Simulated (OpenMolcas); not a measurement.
# d9 ions of charge +2 down a group with 4 chloride ligands in tetrahedral coordination

```json
{"Program": "OpenMolcas 26.06", "Method": "CASSCF", "Spin-orbit coupling": "state interaction with AMFI integrals over the reference wave functions"}
```

The d shell is active. Anionic complexes are neutralised by point charges behind the ligands. Distances were set from a Shannon-type radius of the metal (high-spin where two are listed) plus a fixed donor radius (Cl 1.76 Å). Ligand basis ANO-RCC-VDZP, DKH2 Hamiltonian. States (labels of Td). Energies in cm-1 above the lowest state or level, χT in cm3 K/mol; under a threefold ground state the first gap can be a small split of the lowest multiplet, not the spin-orbit step; 10Dq is the gap between the two states; 10Dq is negative for this site. Spin-only χT is S(S+1) / 2 for the spin of the ground state.

| Ion | Shell | R (Å) | Metal basis | Outer charge (e at Å behind ligand) | Ground state | First state of that spin | 10Dq | First gap with spin-orbit (degeneracies) | χT at 300 K | Spin-only χT |
| --- | --- | --- | --- | --- | --- | --- | --- | --- | --- | --- |
| Cu2+ | 3d9 | 2.33 | ANO-RCC-VDZP | 0.5 at 3.2 | 2T2 | 2E 1860 | -1860 | 695.1 (2, 4) | 0.960 | 0.375 |
| Ag2+ | 4d9 | 2.55 | ANO-RCC-VDZP | 0.5 at 3.2 | 2T2 | 2E 4256 | -4256 | 1371 (2, 4) | 0.534 | 0.375 |

|10Dq| changes by a factor of 4256 / 1860 = 2.29 from Cu2+ to Ag2+.

χT departs most from the spin-only value for Cu2+, by +0.585 cm3 K/mol.

An orbital triplet at a regular site is open to Jahn-Teller coupling, which can distort the site and quench the lowest spin-orbit gaps and is left out. Ligand-to-metal charge-transfer states are missing. With metal d orbitals alone and no dynamic correlation the field as a rule comes out too small, by tens of per cent, by up to half for chloride and softer ligands, and with too little covalency χT stands high (holds for Cu2+). With metal d orbitals alone the field can be off either way by tens of per cent (holds for Ag2+). No measured value stands beside these numbers; the geometry was imposed, not optimised, and the real ion may take another.
